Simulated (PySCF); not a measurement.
[Pr(HCN)]3+ at several levels of theory

Computed with PySCF 2.14.0 (density fitting, no spin-orbit coupling) at the geometry relaxed with PBE0:

```xyz
4
[Pr(HCN)]3+ (singlet in the valence; each metal's 4f electrons, 2 of them, lie in its core potential, out of spins and levels)
Pr    0.0000    0.0000   -0.3218
N     0.0000    0.0000    1.9995
C     0.0000    0.0000    3.1644
H     0.0000    0.0000    4.2780
```

```tsv
level	basis	state	HOMO (eV)	gap (eV)	charge on Pr1 (e)	population of f-type functions on Pr1 (polarisation alone where 4f lies in the core)	dipole about the centre of mass (D)	largest force component (eV/Å)
PBE0	Pr lcecp-1-SVP with ECP48, N def2-SVP, C def2-SVP, H def2-SVP	singlet	-26.52	7.09	2.55	0.03	3.78	0.01
CAM-B3LYP	the same	singlet	-27.84	9.52	2.55	0.03	3.62	0.52
PBE0	Pr lcecp-1-TZVP with ECP48, N def2-TZVP, C def2-TZVP, H def2-TZVP	singlet	-26.43	7.05	2.62	0.03	3.84	0.89
```

In the lcecp rows the 4f levels are missing from HOMO and gap, and the state counts the valence alone.

Charges are Mulliken's, which hang on the basis. The relaxation used the grid (50, 194), these runs (75, 302) or, all-electron (x2c bases, spin-free X2C Hamiltonian), (99, 590).

Q: What does BLYP with Pr lcecp-1-SVP with ECP48, N def2-SVP, C def2-SVP, H def2-SVP give here?

A: state singlet, HOMO (eV) -25.08, gap (eV) 4.67, charge on Pr1 (e) 2.48, population of f-type functions on Pr1 (polarisation alone where 4f lies in the core) 0.02, dipole about the centre of mass (D) 4.07, largest force component (eV/Å) 1.44. Time: 2.1 s on 2 threads of Arm Neoverse V1, on a shared host, from an already converged density.

In the first row's basis the gap widens with exact exchange: 4.7 eV for BLYP (none); 7.1 eV for PBE0 (a fixed share); 9.5 eV for CAM-B3LYP (rising or full at long range).

An lcecp potential fixes the number of 4f electrons, so in runs with it no electron can move into or out of that shell.
